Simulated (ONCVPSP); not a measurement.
# Transferability test, ONCV potential for calcium

ONCVPSP 4.0.1 input, shortened (lines: element, Z, core and valence counts, functional; n l f; lmax; l rc ep ncon nbas qcut; lloc lpopt rc5 dvloc0; l nproj debl; icmod fcfact rcfact), PBE, fully relativistic:

```
  Ca 20.00    3    4        4      upf
    1    0    2.00
    2    0    2.00
    2    1    6.00
    3    0    2.00
    3    1    6.00
    4    0    1.75
    4    1    0.25
    2
    0    1.95    0.00    4    7    6.00
    1    2.30    0.00    4    8    5.10
    2    1.80    0.37    4    9    5.30
    4    5    1.15    4.00
    0    3    2.00
    1    2    3.60
    2    2    3.90
    0    0.00    0.00
```

Open shells are filled in proportion to 2j + 1.

In the d channel the program set the typed energies aside and used -0.082, 3.818 Ha (j = l + 1/2; the other j can differ).

Energies are relative to the spin-unpolarised reference configuration 3s2 3p6 4s1.75 4p0.25; without spin polarisation the order of configurations can differ from experiment.

| valence configuration | charge | ΔE all-electron (eV) | error AE − PS (meV) |
| --- | --- | --- | --- |
| 3s2 3p6 4s2 4p0 | 0 | -0.594 | 0.0 |
| 3s2 3p6 4s0 4p0 | +2 | 17.535 | -3.3 |
| 3s2 3p5 4s2 4p0 | +1 | 34.075 | +111 |

Problem. What are ΔE and the potential's error for 3s2 3p6 4s1 4p0?

Solution. ΔE = 5.715 eV all-electron; the error (AE − PS) is -0.2 meV.
